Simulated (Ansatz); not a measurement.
C13H12IO, that is (4-methoxyphenyl)phenyliodonium with one electron more. Charge 0, multiplicity 2. Geometry PBE-D4/def2-SVP.

```xyz
27

C     1.102    1.240    3.939
O     1.000    1.849    2.666
C     1.390    1.138    1.574
C     1.891   -0.180    1.616
C     2.268   -0.826    0.424
C     2.146   -0.160   -0.801
I     2.666   -1.154   -2.599
C    -0.785   -0.972   -2.043
C    -1.543   -1.079   -3.196
C    -2.947   -1.026   -3.041
C    -3.509   -0.872   -1.762
C    -2.687   -0.770   -0.626
C    -1.281   -0.819   -0.759
C     1.643    1.153   -0.852
C     1.269    1.795    0.330
H     2.154    0.969    4.188
H     0.472    0.325    4.015
H     0.742    1.985    4.673
H     1.997   -0.719    2.567
H     2.656   -1.854    0.466
H    -1.087   -1.201   -4.192
H    -3.599   -1.105   -3.926
H    -4.603   -0.831   -1.649
H    -3.136   -0.648    0.372
H    -0.622   -0.731    0.119
H     1.532    1.671   -1.815
H     0.871    2.820    0.315
```

In the def2 sets I takes a core potential; there is no spin–orbit coupling. In the doublet geometry the species has come apart into loosely held pieces.

Question: Estimate the α-spin orbital energies around the gap (eV) in Ansatz with PBE-D4/def2-SVP, PBE0-D4/def2-SVP.

Answer: 
```tsv
orbital	PBE-D4/def2-SVP	PBE0-D4/def2-SVP
HOMO−5	-6.52	-7.66
HOMO−4	-6.19	-7.37
HOMO−3	-6.13	-7.21
HOMO−2	-6.08	-7.15
HOMO−1	-5.30	-6.59
HOMO	-4.94	-6.26
LUMO	-1.49	-0.60
LUMO+1	-1.41	-0.56
LUMO+2	-1.06	-0.21
LUMO+3	-1.01	-0.14
LUMO+4	-0.84	0.05
LUMO+5	0.90	1.77
β HOMO	-5.25	-6.30
β LUMO	-2.78	-1.60
```
